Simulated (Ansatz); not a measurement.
A run for Ansatz (a first-principles code): R-CCSD(T)/cc-pVTZ on GaH6N3 (SMILES [NH2][Ga]([NH2])[NH2]), a point of a torsion scan. The run froze 17 orbitals, filled d shells among them.

Ansatz 0.2 input:
```yaml
crystal:
  periodic: [false, false, false]
  atoms:
    - {symbol: N, position_ang: [-0.68248074, 1.57420575, 0.10358296]}
    - {symbol: Ga, position_ang: [-0.12882416, 0.17186370, -0.92842213]}
    - {symbol: N, position_ang: [-1.04283057, -1.41542676, -0.93508699]}
    - {symbol: N, position_ang: [1.47686052, 0.31115870, -1.79514704]}
    - {symbol: H, position_ang: [-1.50333255, 1.49679254, 0.69110318]}
    - {symbol: H, position_ang: [-0.00672901, 2.18245982, 0.54821045]}
    - {symbol: H, position_ang: [-0.93711182, -2.05537403, -1.71361030]}
    - {symbol: H, position_ang: [-2.00681185, -1.43981044, -0.62376671]}
    - {symbol: H, position_ang: [1.83229225, 1.23369554, -2.01745791]}
    - {symbol: H, position_ang: [1.69749663, -0.31612849, -2.55966482]}
basis:
  gaussian:
    orbitals: cc-pVTZ
magnetization: {spin_polarized: false}
correlation: {method: ccsd_t, electrons: outside_noble_gas}
scf: {lower_state_search: off}
```

The log:

```
WARN ansatz: RAYON_NUM_THREADS=2 ignored (pool sized by the plan → 2); use --threads N
Functional definition: HF
these checks for a lower state are left out or cut short: stability, starts, cluster_reference, orbital_swaps, neighbouring_geometries, increment
integrals: 1.02 GiB planned
1279 factors; integrals over basis functions are off by at most 8.7e-4 eV
mean field: 0.86 GiB planned
mean field evaluation 1: about -56872.8611 eV, gradient 5.5e1 eV
mean field evaluation 2: about -56872.9379 eV, gradient 5.5e1 eV
mean field evaluation 4: about -56878.7782 eV, gradient 3.1e0 eV
mean field evaluation 8: about -56878.8218 eV, gradient 2.5e-1 eV
mean field -56878.82199880 eV, -2090.2581546058 hartree, gradient 2.4e-6 eV, S^2 0.000000; 0 other end points of the search recorded, 0 dependent functions left out
17 core orbitals not correlated
reference -56878.82199880 eV, -2090.2581546058 hartree; 12, 12 occupied and 188, 188 virtual orbitals, 1279 factors
second order -19.96165004 eV of doubles, -0.00000000 eV of singles
coupled cluster: 2.96 GiB planned
cycle   1  -20.11739690 eV  change   -1.6e-1 eV  update   8.4e-2
cycle   2  -20.53509344 eV  change   -4.2e-1 eV  update   2.4e-2
cycle   3  -20.62969252 eV  change   -9.5e-2 eV  update   1.2e-2
cycle   4  -20.62104065 eV  change    8.7e-3 eV  update   3.0e-3
cycle   5  -20.62126671 eV  change   -2.3e-4 eV  update   1.5e-3
cycle   6  -20.62135398 eV  change   -8.7e-5 eV  update   4.1e-4
cycle   7  -20.62105282 eV  change    3.0e-4 eV  update   1.5e-4
cycle   8  -20.62102345 eV  change    2.9e-5 eV  update   5.8e-5
cycle   9  -20.62102561 eV  change   -2.2e-6 eV  update   2.4e-5
perturbative correction -0.78106391 eV, -0.0287035692 hartree
Total energy: -56900.22408833 eV, -2091.0446668888 hartree
Checks for a lower state left out: stability, starts, cluster_reference, orbital_swaps, neighbouring_geometries, increment
```

The run converged.

Cost: around 60 core-seconds (rough).
